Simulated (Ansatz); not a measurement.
Computed with Ansatz on PBE0-D4/def2-TZVP structures; ΔE is electronic, products minus reactants. CCSD(T)/CBS is the MP2 limit (def2-TZVPP, def2-QZVPP) plus CCSD(T) − MP2 in def2-TZVPP, frozen cores. This one scheme is used for every species. Functionals use def2-TZVPP. For Zn outer-core shells are correlated without core-valence functions, which leaves a few kJ/mol of doubt a bond. Scalar relativity is left out up to krypton. One conformer a species, not always the lowest.

`C[S][Zn][S]C` + H₂S → `C[S][Zn][SH]` + CH₃SH  (ligand exchange at a Zn–S bond)

```tsv
species	r2SCAN-D4 energy (Eh)
`C[S][Zn][S]C`	-2655.60285
H₂S	-399.37429
`C[S][Zn][SH]`	-2616.30871
CH₃SH	-438.67311
```

Problem. Work out ΔE.

Solution. ΔE = (-2616.30871) + (-438.67311) − (-2655.60285) − (-399.37429) = -0.00468 Eh = -0.13 eV. CCSD(T)/CBS gives -0.13 eV.

Largest T1 diagnostic among the species: 0.014.

In def2-TZVPP, CCSD(T) changes the Hartree–Fock value by +0.06 eV (the triples alone add +0.01 eV) and MP2 by +0.07 eV. From BLYP to BHLYP (50 % exact exchange), in def2-TZVPP and without D4, ΔE moves by −0.04 eV.
